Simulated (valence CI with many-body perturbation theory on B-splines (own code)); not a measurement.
**Pb LXXVII: calculated level list**

Method: valence CI with perturbative core correlation (CI+MBPT): four valence electrons over a frozen Dirac-Fock core [He], a basis of 11 s, 11 p, 9 d, 7 f, 5 g, 2 h, 1 i functions for each j, with the one-electron correlation potential Σ1 (screened to all orders), the two-electron term Σ2, the three-electron term Σ3, Breit, model QED; selected single and double excitations, second order for the rest (own B-spline code, finite nucleus).

No measured spectrum was set against this ion. As an estimate, large intervals hold to a few tenths of a per cent, small ones and those within an open d or f shell to about a per cent. Among the levels kept, up to 340 cm⁻¹ of a level comes from second order outside the variational space, and about a tenth of that is noise between levels of different J, which matters for small intervals.

Levels 91 to 112 of 112, with energies above the lowest level, (2s^2 2p1/2^2) J=0. "Leading %" is the weight of the configuration and term that name the level; weights of strongly mixed levels are sums over their largest components and can fall short. In the jj column 3d3/2^4 stands for four electrons in 3d with j = 3/2.

| No. | Configuration | Term | J | E (× 10³ cm⁻¹) | Leading % | Second component | g | Leading jj |
| --- | --- | --- | --- | --- | --- | --- | --- | --- |
| 91 | 2s.2p2.3d | 3G | 4 | 135660 | 34 | 20 % 2s.2p2.3d 1G | 1.114 | 2s 2p1/2 2p3/2 3d3/2 (99 %) |
| 92 | 2s.2p2.3d | 3D | 3 | 135740 | 33 | 28 % 2s.2p2.3d 3F | 1.221 | 2s 2p1/2 2p3/2 3d3/2 (99 %) |
| 93 | 2s.2p2.3p | 3P° | 0 | 135790 | 79 | 20 % 2s.2p2.3p 1S° |  | 2s 2p1/2 2p3/2 3p3/2 (100 %) |
| 94 | 2s.2p2.3d | 3D | 2 | 135810 | 35 | 18 % 2s.2p2.3d 5P | 1.292 | 2s 2p1/2 2p3/2 3d3/2 (100 %) |
| 95 | 2s.2p2.3p | 1D° | 2 | 135820 | 43 | 21 % 2s.2p2.3p 3D° | 1.085 | 2s 2p1/2 2p3/2 3p3/2 (99 %) |
| 96 | 2s.2p2.3p | 3S° | 1 | 135830 | 33 | 25 % 2s.2p2.3p 3D° | 1.369 | 2s 2p1/2 2p3/2 3p3/2 (99 %) |
| 97 | 2s.2p2.3d | 3P | 1 | 135890 | 34 | 30 % 2s.2p2.3d 5P | 1.720 | 2s 2p1/2 2p3/2 3d3/2 (99 %) |
| 98 | 2s.2p2.3p | 3P° | 1 | 135900 | 49 | 27 % 2s.2p2.3p 1P° | 1.175 | 2s 2p1/2 2p3/2 3p3/2 (99 %) |
| 99 | 2s.2p2.3d | 3F | 2 | 136300 | 69 | 8 % 2s.2p2.3d 3P | 0.836 | 2s 2p1/2 2p3/2 3d3/2 (97 %) |
| 100 | 2s.2p2.3d | 3G | 3 | 136340 | 48 | 25 % 2s.2p2.3d 1F | 0.878 | 2s 2p1/2 2p3/2 3d3/2 (100 %) |
| 101 | 2s.2p2.3d | 3D | 1 | 136380 | 36 | 24 % 2s.2p2.3d 1P | 0.677 | 2s 2p1/2 2p3/2 3d3/2 (97 %) |
| 102 | 2s.2p2.3d | 3D | 1 | 136550 | 51 | 19 % 2s.2p2.3d 3P | 0.896 | 2s 2p1/2 2p3/2 3d3/2 (97 %) |
| 103 | 2s.2p2.3d | 3F | 2 | 136550 | 31 | 20 % 2s.2p2.3d 1D | 0.971 | 2s 2p1/2 2p3/2 3d3/2 (98 %) |
| 104 | 2s.2p2.3d | 5D | 4 | 136610 | 44 | 37 % 2s.2p2.3d 5F | 1.360 | 2s 2p1/2 2p3/2 3d5/2 (100 %) |
| 105 | 2s.2p2.3d | 3P | 0 | 136640 | 80 | 20 % 2s.2p2.3d 1S |  | 2s 2p1/2 2p3/2 3d3/2 (99 %) |
| 106 | 2s.2p2.3d | 3P | 2 | 136850 | 30 | 21 % 2s.2p2.3d 3F | 1.310 | 2s 2p1/2 2p3/2 3d5/2 (97 %) |
| 107 | 2s.2p2.3d | 3F | 3 | 136880 | 40 | 32 % 2s.2p2.3d 5P | 1.295 | 2s 2p1/2 2p3/2 3d5/2 (99 %) |
| 108 | 2s.2p2.3d | 3G | 5 | 136950 | 64 | 36 % 2s.2p2.3d 5F | 1.237 | 2s 2p1/2 2p3/2 3d5/2 (100 %) |
| 109 | 2s.2p2.3d | 3D | 1 | 137060 | 50 | 25 % 2s.2p2.3d 3P | 1.013 | 2s 2p1/2 2p3/2 3d5/2 (96 %) |
| 110 | 2s.2p2.3d | 3D | 3 | 137180 | 59 | 19 % 2s.2p2.3d 1F | 1.242 | 2s 2p1/2 2p3/2 3d5/2 (99 %) |
| 111 | 2s.2p2.3d | 3F | 4 | 137210 | 59 | 21 % 2s.2p2.3d 1G | 1.197 | 2s 2p1/2 2p3/2 3d5/2 (99 %) |
| 112 | 2s.2p2.3d | 1D | 2 | 137260 | 38 | 20 % 2s.2p2.3d 3P | 1.135 | 2s 2p1/2 2p3/2 3d5/2 (97 %) |
